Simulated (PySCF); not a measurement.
## Working out the ionisation energy of Pd²⁺

Pd²⁺ [Kr] 4d8 (3F) → Pd³⁺ [Kr] 4d7 (4F). Computed with PySCF 2.14 in x2c-TZVPPall, with scalar relativity by spin-free X2C-1e. Frozen: [Kr]. Energies in hartree (1 hartree = 27.21139 eV):

| part | Pd²⁺ (lower) | Pd³⁺ (upper) |
| --- | --- | --- |
| UHF | -5041.870867 | -5040.726758 |
| CCSD correlation | -0.209595 | -0.156390 |
| (T) | -0.004891 | -0.002688 |

Question: What does Hartree-Fock give?

Answer: (-5040.726758) − (-5041.870867) = 1.144109 hartree = 31.133 eV.

Question: What do CCSD and CCSD(T) give?

Answer: The CCSD correlation energies differ by 0.053205 hartree = 1.448 eV and the triples by 0.002203 hartree = 0.060 eV, so CCSD gives 32.581 eV and CCSD(T) 32.641 eV.

Reference: 32.93 eV (semi-empirical (NIST evaluation); NIST Atomic Spectra Database, ionization energies), between the lowest levels; spin-orbit coupling is absent from the calculation.

What remains against the reference includes basis incompleteness, the frozen core and higher excitations.
